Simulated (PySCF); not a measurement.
## C7H13PSi: full NMR table

- Formula: C7H13PSi
- SMILES: C[SiH2]P1C=CC(C)C=C1
- InChI: InChI=1S/C7H13PSi/c1-7-3-5-8(9-2)6-4-7/h3-7H,9H2,1-2H3
- Carbon signals: 5
- Proton signals: 6

Structure with atom numbers: `[CH3:1][SiH2:2][P:3]1[CH:4]=[CH:5][CH:6]([CH3:7])[CH:8]=[CH:9]1`; H(Xn) means a hydrogen on atom n.

- GFN2-xTB geometry
- NMR shieldings at PBE0/pcSseg-1/GIAO
- run in PySCF 2.14
- single conformer, equivalent nuclei averaged, no solvent, no relativistic terms

Referencing at the same level of theory: 1H (σref 31.72), 13C (σref 186.93), 29Si (σref 349.16) against TMS; H3PO4 for 31P (σref 318.38).

| carbon | δC, type | δH (multiplicity) | HMBC from (2–3 bonds) | span of the C tensor (ppm) |
| --- | --- | --- | --- | --- |
| C1 | -9.8, CH3 | 0.08 (m) | H(Si2) | 8 |
| C4/C9 | 129.2, CH | 6.17 (m) | H(C5)/H(C8), H(C4)/H(C9), H(Si2), H(C6) | 220 |
| C5/C8 | 142.3, CH | 6.67 (m) | H(C5)/H(C8), H(C4)/H(C9), H(C6), H(C7) | 231 |
| C6 | 36.9, CH | 3.10 (m) | H(C5)/H(C8), H(C4)/H(C9), H(C7) | 30 |
| C7 | 20.2, CH3 | 1.00 (d) | H(C5)/H(C8), H(C6) | 37 |

Other nuclei:
| atoms | nucleus | environment | δ (ppm) | σ (ppm) |
| --- | --- | --- | --- | --- |
| H(Si2) | 1H | hydrogen on a silicon bonded to C, P | 4.30 | 27.41 |
| P3 | 31P | phosphorus bonded to 2 C, Si, in a 6-membered ring | -129.8 | 448.2 |
| Si2 | 29Si | silicon bonded to C, P, 2 H | -51.7 | 400.9 |

δC 142.3, 129.2: alkene CH; the olefinic region. δC 20.2: methyl carbon; a saturated carbon with 1 carbon neighbour and no heteroatom attached. δC -9.8: methyl carbon bonded to Si; an electropositive neighbour leaves it electron-rich and shielded. δH 6.67, 6.17: hydrogen on an alkene CH; a vinylic proton, deshielded by the sp2 carbon and the C=C anisotropy. δH 3.10: hydrogen on an allylic sp3 CH; allylic position.

Splittings by 31P in the carbon and heteronuclear signals aren't shown, as no couplings were computed. Shifts are as computed. Against solution values, carbons near 30 ppm lie about +3 ppm off and those near 130 ppm about +5 ppm. Of 1211 compounds with measured shifts, 218 miss one by over three times the rms of a fit or turn the order of signals round; such compounds aren't used in these exercises. Experimental scales use liquid or dissolved standards, which lie at an offset from isolated H3PO4. Multiplicities follow the n + 1 count of equivalent neighbours, as no J values were calculated; m marks all less simple cases, F and P coupling included.
